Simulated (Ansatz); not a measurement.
Reaction (cleavage of the B–Ga bond): `[SH][GaH][BH][SeH]` + `C=N` → `C=NB[SeH]` + `[SH][GaH2]`

Isolated molecules relaxed with PBE0-D4/def2-TZVP in Ansatz; ΔE leaves out vibrations. CBS: MP2 limit from def2 TZ/QZ plus the TZ coupled-cluster correction, frozen cores. This one scheme is used for every species. Functionals use def2-TZVPP. For Ga, Se outer-core shells are correlated without core-valence functions, which leaves a few kJ/mol of doubt a bond. Scalar relativity is left out up to krypton. One conformer a species, not always the lowest.

`[SH][GaH][BH][SeH]`:

Z-matrix (Å, degrees):
```
Ga
B 1 2.075
S 1 2.211 2 116.3
H 1 1.567 2 128.9 3 -179.2
Se 2 1.897 1 119.5 3 -73.0
H 2 1.193 1 122.6 3 107.0
H 3 1.343 1 95.4 2 -178.5
H 5 1.474 2 99.1 1 -179.4
```

`C=N`:

```xyz
5

C     0.171    0.092   -0.338
N    -0.293   -0.733    0.495
H     0.183    1.180   -0.204
H     0.598   -0.285   -1.270
H    -0.660   -0.253    1.318
```

`C=NB[SeH]`:

```xyz
8

C     0.560    1.127   -1.293
N     0.253    0.242   -0.480
B    -0.090   -0.721    0.409
Se   -1.192   -0.254    1.963
H     1.475    1.718   -1.179
H    -0.071    1.353   -2.159
H     0.276   -1.844    0.248
H    -1.210   -1.621    2.492
```

`[SH][GaH2]`:

Z-matrix (Å, degrees):
```
Ga
S 1 2.199
H 1 1.559 2 115.2
H 1 1.560 2 118.1 3 -180.0
H 2 1.343 1 95.0 3 180.0
```

Is it downhill or uphill in electronic energy at CCSD(T)/CBS, and by how much? (An estimate is asked.)

Ansatz gave: Downhill: ΔE = -18.8 kcal/mol.

What do these levels give: revPBE-D4, r2SCAN-D4, r2SCAN0-D4, BHLYP-D4, HF/def2-SVP, MP2/def2-SVP? (An estimate is asked.)

Computed: revPBE-D4 -21.9, r2SCAN-D4 -23.4, r2SCAN0-D4 -22.9, BHLYP-D4 -22.5, HF/def2-SVP -25.3, MP2/def2-SVP -25.0 kcal/mol.

What do rigid-rotor, harmonic-oscillator terms from PBE0-D4/def2-TZVP frequencies (298.15 K, 1 bar) make of the CCSD(T)/CBS value? (Estimate.)

The calculation gave: ΔZPE = -1.8 kcal/mol, ΔH = -20.9 kcal/mol, ΔS = -7 J/(mol·K), ΔG = -20.4 kcal/mol. Modes under 50 cm⁻¹ make the entropy rough.

Largest T1 diagnostic among the species: 0.014.

In def2-TZVPP, CCSD(T) changes the Hartree–Fock value by +3.6 kcal/mol (the triples alone add +0.3 kcal/mol) and MP2 by +2.0 kcal/mol. The D4 term adds +0.8 kcal/mol with B3LYP and +0.4 kcal/mol with PBE0; it sums over pairs of atoms, weighted by their polarisabilities, and B3LYP, whose exchange is more repulsive, gets the larger term.

B3LYP here is the variant with VWN-RPA as its local correlation; programs differ in this.
